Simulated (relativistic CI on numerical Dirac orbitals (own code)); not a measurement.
## Radial parameters of Pm²⁴⁺

These numbers are calculated, not measured: Dirac-Coulomb-Breit CI, KLI orbitals optimised for each configuration, a model potential for QED, unscaled Slater integrals (own radial code, finite nucleus).

Slater integrals F^k, G^k are unscaled and averaged over j, outside the closed core [Ar] 3d10; ζ comes from projecting the Hamiltonian with its Breit term on Σ l·s of the shell.

- 4s²4p⁶4d: ζ(4d) = 20008 cm⁻¹; <r>(4d) = 0.5767, <r^2>(4d) = 0.3796 (bohr units).
- 4s²4p⁵4d²: ζ(4p) = 165870, F^2(4d,4d) = 175140, F^4(4d,4d) = 119160, F^2(4p,4d) = 177910, G^1(4p,4d) = 222950, G^3(4p,4d) = 142260, ζ(4d) = 19919 cm⁻¹; <r>(4p) = 0.5644, <r^2>(4p) = 0.3598, <r>(4d) = 0.5767, <r^2>(4d) = 0.3796 (bohr units).
- 4s²4p⁶4f: ζ(4f) = 2477.5 cm⁻¹; <r>(4f) = 0.5629, <r^2>(4f) = 0.3604 (bohr units).

Question: Give the Racah parameters of the d shell in 4s²4p⁵4d².

Answer: B = F²/49 − 5F⁴/441 = 2223 cm⁻¹ and C = 35F⁴/441 = 9457 cm⁻¹.

Averages of the first 10 configurations, taken without configuration mixing, which lowers the lowest level and can move excited configurations by several eV; other configurations of the list can lie among them:

```csv
Configuration,Parity,States,Average energy above the lowest level (eV)
4s²4p⁶4d,even,10,5.6
4s²4p⁵4d²,odd,270,131.4
4s²4p⁶4f,odd,14,143.3
4s4p⁶4d²,even,90,228.8
4s²4p⁵4d4f,even,840,267.2
4s4p⁶4d4f,odd,280,364.9
4s²4p⁶5s,even,2,238.6
4s²4p⁶5p,odd,6,277.1
4s²4p⁶5d,even,10,332.6
4s²4p⁵4d5s,odd,120,363.4
```
